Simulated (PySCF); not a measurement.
A species of formula C7H14N2Si has this rotational fingerprint, computed with PBE0/pcSseg-1 in PySCF (dipole) on a GFN2-xTB geometry, gas phase:

```
Rotational constants : A = 2036, B = 518.7, C = 438.2 MHz
Dipole components    : |μa| = 0.97 D, |μb| = 3.73 D, |μc| = 0.00 D
Inertial defect      : -69.33 u·Å²
κ                    : -0.90
```

Problem. Which candidate fits, each taken in the one conformer that was computed?
A. `[CH3:1][CH2:2][c:3]1[c:4]([CH3:5])[n:6][n:7]([SiH3:8])[c:9]1[CH3:10]` with C1–C2–C3–C4 92°
B. `[N:1]#[C:2][SiH2:3][CH2:4][NH:5][CH2:6][CH:7]1[CH2:8][CH2:9][CH2:10]1` with C2–Si3–C4–N5 -83°, Si3–C4–N5–C6 72°, C4–N5–C6–C7 177°, N5–C6–C7–C8 -78°, C6–C7–C8–C9 -132°, C7–C8–C9–C10 12°, C8–C9–C10–C7 -12°, C6–C7–C10–C9 133°
C. `[CH:1]#[C:2][Si@@H:3]1[NH:4][CH2:5][C@@H:6]([CH:7]([CH3:8])[CH3:9])[NH:10]1` with C5–C6–C7–C8 -59°, C2–Si3–N4–C5 -135°, Si3–N4–C5–C6 31°, N4–C5–C6–C7 -157°, C5–C6–N10–Si3 26°

Solution. B. It is N#C[SiH2]CNCC1CCC1, an asymmetric top, point group C1. The candidates at the same level (rigid rotor, commonest isotopes):

```
                      SMILES  A (MHz)  B (MHz)  C (MHz)  μa (D)  μb (D)  μc (D)  Δ (u·Å²)  point group                        rotor
          N#C[SiH2]CNCC1CCC1     2036    518.7    438.2    0.97    3.73    0.00    -69.33           C1               asymmetric top
       CCc1c(C)nn([SiH3])c1C     1758    831.4    604.5    0.06    2.03    0.16    -59.26           C1               asymmetric top
C#C[Si@@H]1NC[C@@H](C(C)C)N1     2431    611.8    543.8    0.60    0.19    0.38   -104.44           C1  near-prolate asymmetric top
```

`C#C[Si@@H]1NC[C@@H](C(C)C)N1` has C 24 % too high; `CCc1c(C)nn([SiH3])c1C` has B 60 % too high. No structure here is proved a minimum.
